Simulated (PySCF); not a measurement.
Isomers of C3H9B, one conformer each. Theory: core-valence-separated Tamm–Dancoff BHandHLYP/aug-pcX-1 (pcseg-1 on H) in PySCF, non-relativistic, gas phase, PBE0-D3(BJ)/def2-SVP geometry. The energies are unshifted.

P. `BCCC`
Q. `BC(C)C`

Main lines, eV (oscillator strength):
1. C K: 284.8 (0.005), 285.0 (0.016), 285.1 (0.009), 285.5 (0.014), 285.6 (0.030); B K: 185.3 (0.090), 191.3 (0.014)
2. C K: 283.6 (0.006), 285.1 (0.023), 285.4 (0.024), 286.1 (0.053), 286.3 (0.051); B K: 185.5 (0.089), 191.3 (0.026)
Listed: the first five lines at most of each edge with a tenth or more of its strongest line's intensity; roots within 0.03 eV on the same or equivalent atoms are summed. Only the lowest roots were sought, and the top ones are left out.

Which spectrum belongs to which isomer?

1 = P, 2 = Q.
- P: first C line listed at 284.8 eV, hole on the chain CH2 carbon; first B line listed at 185.3 eV, hole on the three-coordinate boron.
- Q: first C line listed at 283.6 eV, hole on the sp3 carbon bound to boron; first B line listed at 185.5 eV, hole on the three-coordinate boron.

What are the ground-state energies of the isomers at BHandHLYP/aug-pcX-1 (pcseg-1 on H), relative to the lowest?

P 0.0, Q 7.0 kJ/mol (electronic energies on these geometries, no dispersion or zero-point terms).
